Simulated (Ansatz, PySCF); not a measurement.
Bond stretch in H3FGe, SMILES [F][GeH3], singlet. The Ge1–F5 bond (Ge1 also carries H, H, H; F5 carries nothing else) is stretched with both fragments frozen at the PBE0/def2-TZVP optimised geometry.

Computed with: UHF/cc-pVTZ (Ansatz, an electronic-structure program); RHF/cc-pVTZ (Ansatz); UKS-PBE = unrestricted PBE/cc-pVTZ (Ansatz); RKS-PBE = Ansatz with restricted PBE/cc-pVTZ; UKS-B3LYP = unrestricted B3LYP/cc-pVTZ run with Ansatz; RKS-B3LYP = Ansatz with restricted B3LYP/cc-pVTZ; UKS-B3LYP/6-31G* = unrestricted B3LYP/6-31G*, spherical d run with PySCF; RKS-B3LYP/6-31G* = restricted B3LYP/6-31G*, spherical d (PySCF 2.14.0).

Scanned distances (Å): 1.40, 1.47, 1.57, 1.64, 1.70, 1.74, 1.81, 1.85, 1.91, 2.02, 2.15, 2.36, 2.59, 2.88, 3.16, 3.51, 3.82, 4.27, 4.77, 5.26, 6.19.

Question: Where does the unrestricted solution first break spin symmetry (<S²> of 0.01 or more)?

Answer: UHF: between 2.36 and 2.59 Å; UKS-PBE: between 2.88 and 3.16 Å; UKS-B3LYP: between 2.59 and 2.88 Å; UKS-B3LYP/6-31G*: between 2.59 and 2.88 Å.

```csv
R / Å,<S²> UHF,E(RHF) − E(UHF) / kJ/mol,<S²> UKS-PBE,E(RKS-PBE) − E(UKS-PBE) / kJ/mol,<S²> UKS-B3LYP,E(RKS-B3LYP) − E(UKS-B3LYP) / kJ/mol,<S²> UKS-B3LYP/6-31G*,E(RKS-B3LYP/6-31G*) − E(UKS-B3LYP/6-31G*) / kJ/mol
1.40,0.00,0.0,0.00,0.0,0.00,0.0,0.00,0.0
1.47,0.00,0.0,0.00,0.0,0.00,0.0,0.00,0.0
1.57,0.00,0.0,0.00,0.0,0.00,0.0,0.00,0.0
1.64,0.00,0.0,0.00,0.0,0.00,0.0,0.00,0.0
1.70,0.00,0.0,0.00,0.0,0.00,0.0,0.00,0.0
1.74,0.00,0.0,0.00,0.0,0.00,0.0,0.00,0.0
1.81,0.00,0.0,0.00,0.0,0.00,0.0,0.00,0.0
1.85,0.00,0.0,0.00,0.0,0.00,0.0,0.00,0.0
1.91,0.00,0.0,0.00,0.0,0.00,0.0,0.00,0.0
2.02,0.00,0.0,0.00,0.0,0.00,0.0,0.00,0.0
2.15,0.00,0.0,0.00,0.0,0.00,0.0,0.00,0.0
2.36,0.00,0.0,0.00,0.0,0.00,0.0,0.00,0.0
2.59,0.55,13.1,0.00,0.0,0.00,0.0,0.00,0.0
2.88,0.85,83.8,0.00,0.0,0.16,2.0,0.27,6.0
3.16,0.94,154.2,0.23,3.1,0.41,15.7,0.51,25.1
3.51,0.99,230.1,0.46,15.0,0.58,37.3,0.66,51.5
3.82,1.00,285.7,0.56,26.0,0.66,54.8,0.75,72.1
4.27,1.01,349.7,0.65,38.7,0.74,75.1,0.81,95.6
4.77,1.01,401.6,0.70,48.1,0.79,91.1,0.86,113.3
5.26,1.01,437.9,0.72,54.0,0.81,101.8,0.88,124.5
6.19,1.01,482.7,0.75,60.0,0.84,114.3,0.90,136.8
```
